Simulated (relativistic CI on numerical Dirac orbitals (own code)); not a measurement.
**d8 in a ligand field**

Computed with a parametric ligand-field model of a d^n configuration (Racah B and C, spin-orbit zeta, crystal field), exact diagonalisation.

Field parameters in Wybourne normalisation: Oh B⁴₀ = 21Dq, B⁴₄ = √(5/14) B⁴₀; Td as Oh with Dq negative (B⁴₀ = 21Dq, B⁴₄ = √(5/14) B⁴₀). The field is a parameter set, without covalency.

Q: Lowest levels for B = 650, C = 2330, ζ = 390 cm⁻¹, Oh, 10Dq = 32500 cm⁻¹?

A: T2 0 (S 1.00), E 9778 (S 0.00), A1 18582 (S 0.00), E 32398 (S 1.00), T1 32401 (S 1.00), T2 32602 (S 1.00), A2 32708 (S 1.00), T2 39707 (S 1.00), E 39734 (S 1.00) cm⁻¹, with S from ⟨S²⟩ = S(S + 1). The ground level has 2.00 electrons in the cubic e pair.

Q: Lowest levels for B = 800, C = 3760, ζ = 480 cm⁻¹, Oh, 10Dq = 24150 cm⁻¹?

A: T2 0 (S 1.00), E 13737 (S 0.01), T1 24034 (S 1.00), E 24039 (S 1.00), T2 24286 (S 1.00), A2 24415 (S 1.00), A1 24766 (S 0.02), T1 32489 (S 1.00), A1 32500 (S 0.99) cm⁻¹, with S from ⟨S²⟩ = S(S + 1). The ground level has 2.00 electrons in the cubic e pair.

Q: Lowest levels for B = 1030, C = 4740, ζ = 890 cm⁻¹, Oh, 10Dq = 35400 cm⁻¹?

A: T2 0 (S 1.00), E 17494 (S 0.01), A1 31961 (S 0.02), E 35183 (S 1.00), T1 35183 (S 1.00), T2 35656 (S 1.00), A2 35904 (S 1.00), T2 46425 (S 1.00), T1 46432 (S 1.00) cm⁻¹, with S from ⟨S²⟩ = S(S + 1). The ground level has 2.00 electrons in the cubic e pair.

Q: Lowest levels for B = 520, C = 2630, ζ = 680 cm⁻¹, Td, 10Dq = -3500 cm⁻¹?

A: A1 0 (S 1.00), T1 381 (S 1.00), E 1007 (S 1.00), T2 1322 (S 1.00), T2 3944 (S 0.98), T1 3963 (S 1.00), E 4218 (S 0.99), A2 4358 (S 1.00), T2 7593 (S 0.95) cm⁻¹, with S from ⟨S²⟩ = S(S + 1). The ground level has 3.88 electrons in the cubic e pair.

Q: Lowest levels for B = 440, C = 2080, ζ = 700 cm⁻¹, Oh, 10Dq = 28700 cm⁻¹?

A: T2 0 (S 1.00), E 7623 (S 0.01), A1 14487 (S 0.01), E 28492 (S 1.00), T1 28513 (S 1.00), T2 28884 (S 1.00), A2 29097 (S 1.00), T2 33624 (S 0.99), E 33725 (S 1.00) cm⁻¹, with S from ⟨S²⟩ = S(S + 1). The ground level has 2.00 electrons in the cubic e pair.
